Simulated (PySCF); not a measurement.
difluoromethyl(methyl)silane (C2H6F2Si), SMILES C[SiH2]C(F)F.

Coordinates come from a B3LYP-D3(BJ)/def2-SVP optimisation. One conformer was computed; it need not be the lowest.

These are PBE/def2-TZVP in PySCF values and carry that method's errors.

Symmetry labels are those of the subgroup Cs that the program uses (full group Cs).

Computed valence orbital energies around the gap with their symmetry:
| orbital | symmetry | energy (eV) |
|---|---|---|
| HOMO−7 | A" | -10.31 |
| HOMO−6 | A' | -10.05 |
| HOMO−5 | A" | -9.75 |
| HOMO−4 | A" | -9.40 |
| HOMO−3 | A' | -9.38 |
| HOMO−2 | A" | -8.28 |
| HOMO−1 | A' | -8.14 |
| HOMO | A' | -6.92 |
| LUMO | A' | -0.33 |
| LUMO+1 | A' | 0.12 |
| LUMO+2 | A" | 0.37 |
| LUMO+3 | A' | 1.04 |
